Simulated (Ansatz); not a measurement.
Zr2S5⁻. The state is a doublet with charge -1. Geometry PBE-D4/def2-SVPD.

```xyz
7

Zr   -0.6466   -1.6567   -0.4646
Zr    0.0764    0.9390    0.0608
S    -2.2438   -0.1502    0.5545
S     1.8761   -1.0697   -0.0018
S    -0.2528   -0.1257   -2.2983
S     0.6538   -1.0846    1.7497
S     0.5370    3.1480    0.3998
```

In the def2 sets Zr takes a core potential; there is no spin–orbit coupling. No other spin state of charge -1 was run. Another isomer (doublet) lies 1.24 eV lower at PBE0-D4/def2-TZVPD; other spin states weren't run for this one.

Estimate the α-spin orbital energies around the gap (eV) in Ansatz with HF/def2-TZVPD, PBE-D4/def2-TZVPD, revPBE-D4/def2-TZVPD, r2SCAN-D4/def2-TZVPD, PBE0-D4/def2-TZVPD.


```
orbital  HF/def2-TZVPD  PBE-D4/def2-TZVPD  revPBE-D4/def2-TZVPD  r2SCAN-D4/def2-TZVPD  PBE0-D4/def2-TZVPD
 HOMO−5          -6.31              -2.63                 -2.57                 -2.88               -3.72
 HOMO−4          -6.23              -2.62                 -2.57                 -2.88               -3.72
 HOMO−3          -5.40              -2.08                 -2.02                 -2.31               -3.07
 HOMO−2          -5.39              -2.06                 -2.00                 -2.28               -3.05
 HOMO−1          -4.98              -1.44                 -1.38                 -1.61               -2.35
   HOMO          -4.55              -0.99                 -0.96                 -1.31               -2.04
   LUMO           2.43               0.28                  0.37                  0.34                0.71
 LUMO+1           3.62               0.47                  0.55                  0.58                1.25
 LUMO+2           3.62               0.53                  0.64                  0.66                1.27
 LUMO+3           3.88               0.83                  0.93                  0.97                1.66
 LUMO+4           4.12               1.22                  1.31                  1.37                2.02
 LUMO+5           4.14               1.57                  1.65                  1.72                2.39
 β HOMO          -4.63              -1.44                 -1.38                 -1.62               -2.37
 β LUMO           2.68              -0.04                  0.05                  0.16                0.70
```
